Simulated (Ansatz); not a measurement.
One change: `[F][Sn][F]` becomes `[OH][Sn][F]`.

Ansatz, PBE0-D4/def2-TZVP geometries, multiplicity 1. Each molecule was computed in one conformer, which needn't be the lowest.

Elements past krypton have def2 core potentials.

```
                                      property  `[F][Sn][F]`
       HOMO–LUMO gap (ωB97M-V/def2-TZVPP) / eV          9.93
zero-point energy (PBE0-D4/def2-TZVP) / kJ/mol           8.3
          HOMO–LUMO gap (PBE0/def2-TZVPP) / eV          5.95
size of the dipole moment (PBE/def2-TZVPP) / D          3.50
           HOMO–LUMO gap (PBE/def2-TZVPP) / eV          4.02
         HOMO energy (ωB97M-V/def2-TZVPP) / eV        -10.91
```

Give the same properties after the change, and the shifts. (Best estimate.)

Ansatz gave: 
```
                                      property  `[OH][Sn][F]`  shift
       HOMO–LUMO gap (ωB97M-V/def2-TZVPP) / eV           9.47  -0.46
zero-point energy (PBE0-D4/def2-TZVP) / kJ/mol           38.1   29.8
          HOMO–LUMO gap (PBE0/def2-TZVPP) / eV           5.52  -0.43
size of the dipole moment (PBE/def2-TZVPP) / D           3.91   0.41
           HOMO–LUMO gap (PBE/def2-TZVPP) / eV           3.64  -0.38
         HOMO energy (ωB97M-V/def2-TZVPP) / eV         -10.03   0.88
```

With PBE0 the HOMO rises by 0.87 eV and the LUMO rises by 0.45 eV, so the gap narrows by about 0.42 eV. PBE moves the HOMO by 0.84 eV and ωB97M-V by 0.88 eV. The zero-point energy changes by 29.8 kJ/mol with +3 modes. Dipoles are sizes alone; their direction can turn.
